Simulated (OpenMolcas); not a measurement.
Ni2+ among 4 point charges of -1.5 e arranged as a tetrahedron (Td), 2.2 Å from the ion.

```yaml
Program: OpenMolcas 26.06
Method: CASSCF
Basis: ANO-RCC-VDZP [5s4p2d1f]
Scalar_Hamiltonian: DKH2, point nucleus
Active_space: 8 electrons in 5 orbitals (3d)
State_averaging: 2S+1 = 3 even, 10 roots; 2S+1 = 1 even, 15 roots
Spin-orbit_coupling: RASSI with atomic mean-field integrals over the reference wave functions
```

(1) What is the spin-free ground state (labels of Td)?

(2) Where is the first state of the same spin?

(3) What are the lowest two levels with spin-orbit coupling?

(4) What is χT at 300 K, and how does it compare with the textbook value?

(5) Which ligand-field parameters describe the states?

Results:

(1) 3T1, 3-fold in its orbital part, 100 % from free-ion F terms; it has the highest spin that d8 allows.

(2) 3T2 at 672 cm-1 above the ground state.

(3) A 1-fold level A1, then a 3-fold level T1 187.3 cm-1 above it. Their leading multiplicities are 3 (100 %) and 3 (100 %).

(4) The lowest level has 2S+1 = 3, for which the spin-only value is χT = S(S+1) / 2 = 1.000 cm3 K/mol (g = 2). The computed 3.515 at 300 K differs by +2.515, through orbital momentum, spin-orbit coupling and any other state in reach. With a threefold ground state the orbital momentum is unquenched, so the spin-only value is not expected to hold.

(5) A least-squares ligand-field fit to the states below 45000 cm-1, each weighted by its degeneracy and with a free common offset, gives 10Dq = -805 cm-1 (negative for this site), B = 1289 cm-1 and C = 4734 cm-1 (C/B = 3.67), with an rms deviation of 20 cm-1. 

An orbital triplet at a regular site is open to Jahn-Teller coupling, which can distort the site and quench the lowest spin-orbit gaps and is left out. Without dynamic correlation the repulsion within the d shell is too large (B by tens of per cent), so at a given field states of lower spin stand too high. The ground term spreads over less than 5000 cm-1, several times less than with real ligands, so orbital moments are less quenched and χT lies further from the spin-only value than at real sites. Point charges carry no covalency, so the field is a model and not that of real ligands. No measured value stands beside these numbers.
